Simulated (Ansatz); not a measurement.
Ansatz (a program for electronic structure) input (B3LYP-D3(BJ)/def2-TZVP):

Ansatz 0.2 input:
```yaml
crystal:
  periodic: [false, false, false]
  atoms:
    - {symbol: Ga, position_ang: [0.69835948, 0.35014650, 0.23049911]}
    - {symbol: Br, position_ang: [-0.67595810, 1.38124553, -1.47194486]}
    - {symbol: Br, position_ang: [-0.09827415, -1.72368653, 1.17942612]}
basis:
  gaussian:
    orbitals: def2-TZVP
hamiltonian:
  xc: b3lyp
  dispersion: d3bj
magnetization: {spin_polarized: true, initial_magnetization: 1}
relax: {f_tol: 0.002, max_steps: 150}
```

End of the output:

```
mean field evaluation 1: about -192474.5315 eV, gradient 1.9e1 eV
mean field evaluation 2: about -192472.1186 eV, gradient 3.2e1 eV
mean field evaluation 4: about -192475.8661 eV, gradient 7.8e-1 eV
mean field evaluation 8: about -192475.8947 eV, gradient 1.3e-2 eV
mean field evaluation 16: about -192475.8947 eV, gradient 5.1e-5 eV
mean field -192475.89468174 eV, -7073.3586647068 hartree, gradient 3.5e-6 eV, S^2 0.753847; 0 other end points of the search recorded, 0 dependent functions left out
the calculation of the forces begins
reference -192475.89490214 eV, -7073.3586728063 hartree; 51, 50 occupied and 93, 94 virtual orbitals, 1024 factors
relax step   1: F+E_penalty+E_count = -192476.06897498 eV  Δ(F+E_penalty+E_count) = +0.000e0 eV  max|allowed force component| = 6.258e-1 eV/Å  Δτ_max = 0.0000 Å  (33 SCF iters, accepted)
these checks for a lower state are left out or cut short: starts, cluster_reference, orbital_swaps, neighbouring_geometries, increment
integrals: 0.11 GiB planned
1024 factors; integrals over basis functions are off by at most 2.7e-4 eV
mean field: 1.52 GiB planned
mean field -192475.94303473 eV, -7073.3604416465 hartree, gradient 1.0e-5 eV, S^2 0.753200; 0 other end points of the search recorded, 0 dependent functions left out
the calculation of the forces begins
reference -192475.94325358 eV, -7073.3604496890 hartree; 51, 50 occupied and 93, 94 virtual orbitals, 1024 factors
relax step   2: F+E_penalty+E_count = -192476.11954765 eV  Δ(F+E_penalty+E_count) = -5.057e-2 eV  max|allowed force component| = 1.996e-2 eV/Å  Δτ_max = 0.0607 Å  (36 SCF iters, accepted)
these checks for a lower state are left out or cut short: starts, cluster_reference, orbital_swaps, neighbouring_geometries, increment
integrals: 0.11 GiB planned
1024 factors; integrals over basis functions are off by at most 2.7e-4 eV
mean field: 1.53 GiB planned
mean field evaluation 32: about -192475.9430 eV, gradient 2.0e-5 eV
mean field -192475.94301948 eV, -7073.3604410858 hartree, gradient 2.0e-5 eV, S^2 0.753183; 0 other end points of the search recorded, 0 dependent functions left out
the calculation of the forces begins
reference -192475.94323828 eV, -7073.3604491267 hartree; 51, 50 occupied and 93, 94 virtual orbitals, 1024 factors
relax step   3: F+E_penalty+E_count = -192476.11959258 eV  Δ(F+E_penalty+E_count) = -4.493e-5 eV  max|allowed force component| = 6.768e-4 eV/Å  Δτ_max = 0.0019 Å  (28 SCF iters, accepted)
these checks for a lower state are left out or cut short: starts, cluster_reference, orbital_swaps, neighbouring_geometries, increment
integrals: 0.11 GiB planned
1024 factors; integrals over basis functions are off by at most 2.7e-4 eV
mean field: 1.53 GiB planned
mean field -192475.94303904 eV, -7073.3604418046 hartree, gradient 1.2e-5 eV, S^2 0.753184; 0 other end points of the search recorded, 0 dependent functions left out
the calculation of the forces begins
reference -192475.94325785 eV, -7073.3604498459 hartree; 51, 50 occupied and 93, 94 virtual orbitals, 1024 factors
relax step   4: F+E_penalty+E_count = -192476.11959285 eV  Δ(F+E_penalty+E_count) = -2.741e-7 eV  max|allowed force component| = 1.021e-4 eV/Å  Δτ_max = 0.0003 Å  (24 SCF iters, accepted)
integrals: 0.11 GiB planned
1024 factors; integrals over basis functions are off by at most 2.7e-4 eV
mean field: 1.53 GiB planned
mean field -192475.94303904 eV, -7073.3604418046 hartree, gradient 1.2e-5 eV, S^2 0.753184; 1 other end points of the search recorded, 0 dependent functions left out
the calculation of the forces begins
reference -192475.94325785 eV, -7073.3604498459 hartree; 51, 50 occupied and 93, 94 virtual orbitals, 1024 factors
Total energy: -192476.11981167 eV, -7073.3669380790 hartree
Atom 0 at     0.644197     0.324917     0.211131 Å, force    -0.000057    -0.000026    -0.000021 eV/Å
Atom 1 at    -0.644586     1.372337    -1.443682 Å, force     0.000013     0.000102    -0.000065 eV/Å
Atom 2 at    -0.075484    -1.689548     1.170532 Å, force     0.000045    -0.000076     0.000086 eV/Å
Dipole moment:     0.294557     0.141825     0.101988 e Å
```

It need not be the lowest isomer of its formula.
